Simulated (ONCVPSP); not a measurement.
# What the settings do to the ONCV potential of Ca (Z = 20)

Base potential:

```json
{
 "Element": "calcium (Ca)",
 "Generator": "ONCVPSP 4.0.1",
 "Type": "optimised norm-conserving Vanderbilt (ONCV)",
 "Functional": "PBE",
 "Relativity": "scalar-relativistic",
 "Frozen core": "[Ne]",
 "Valence charge": "10",
 "Reference configuration": "3s2 3p6 4s2",
 "Partial waves": "3s+4s: rc 2.25 bohr, ncon 4, nbas 8, qcut 7.1 1/bohr, 2 projectors; 3p: rc 1.20 bohr, ncon 4, nbas 7, qcut 6.6 1/bohr, 2 projectors, debl 3.3 Ha; d scattering state at 0.42 Ha: rc 2.25 bohr, ncon 4, nbas 7, qcut 3.8 1/bohr, 2 projectors, debl 2.3 Ha",
 "Local potential": "polynomial inside 0.80 bohr (lpopt 2, dvloc0 2 Ha)",
 "Core correction": "Teter function, fcfact 2, rcfact 1.1"
}
```

In the d channel the program set the typed energies aside and used -0.072, 2.228 Ha.

Cutoffs, loose and tight: the cutoffs (Ha) at which the residual kinetic energy of the hardest occupied pseudo-wave falls to 1 and 0.1 mHa per electron. They do not see the model core or the augmentation charge, which bear on the density cutoff. Test errors are all-electron minus pseudo excitation energies from the reference, over the configurations 3s2 3p6 4s1; 3s2 3p6 4s0; 3s2 3p6 4s1.5; 3s2 3p6 4s0 4p1. A dash means not determined; rows that change the core or the reference have their own tests.

```csv
change,outcome,"cutoff, loose","cutoff, tight",bound ghosts,GHOST(+) flags above zero,largest test error (meV)
base,"generated, projector energies reset by the program",19 Ha,84 Ha,none,none,-2.6
"all radii but the core radius scaled by about 0.80 (s 1.80, p 0.96, d 1.80 bohr); local potential polynomial inside 0.64 bohr (lpopt 2, dvloc0 2 Ha)","generated, projector energies reset by the program",25 Ha,64 Ha,none,"s, d",-1.7
"all radii but the core radius scaled by about 0.86 (s 1.94, p 1.02, d 1.94 bohr); local potential polynomial inside 0.68 bohr (lpopt 2, dvloc0 2 Ha)","generated, projector energies reset by the program",27 Ha,102 Ha,none,none,-2.1
"all radii but the core radius scaled by about 1.03 (s 2.32, p 1.24, d 2.32 bohr); local potential polynomial inside 0.82 bohr (lpopt 2, dvloc0 2 Ha)","generated, projector energies reset by the program",14 Ha,74 Ha,none,none,-2.8
"all radii but the core radius scaled by about 1.12 (s 2.52, p 1.34, d 2.52 bohr); local potential polynomial inside 0.90 bohr (lpopt 2, dvloc0 2 Ha)","generated, projector energies reset by the program",14 Ha,36 Ha,none,none,-3.4
"all radii but the core radius scaled by about 1.22 (s 2.74, p 1.46, d 2.74 bohr); local potential polynomial inside 0.98 bohr (lpopt 2, dvloc0 2 Ha)","generated, projector energies reset by the program",14 Ha,17 Ha,none,none,-2.8
"all radii but the core radius scaled by about 1.32 (s 2.98, p 1.58, d 2.98 bohr); local potential polynomial inside 1.06 bohr (lpopt 2, dvloc0 2 Ha)","generated, projector energies reset by the program",14 Ha,17 Ha,none,none,-2.9
```

Reading the sweep of the scale of all radii but the core radius (base = 1) (base included, trends over the rows without a ghost): The loose cutoff is not monotonic: lowest 14 Ha at 1.12, highest 27 Ha at 0.86. The median size of the test errors (rows with all tests solved) stays near 1.0 meV.
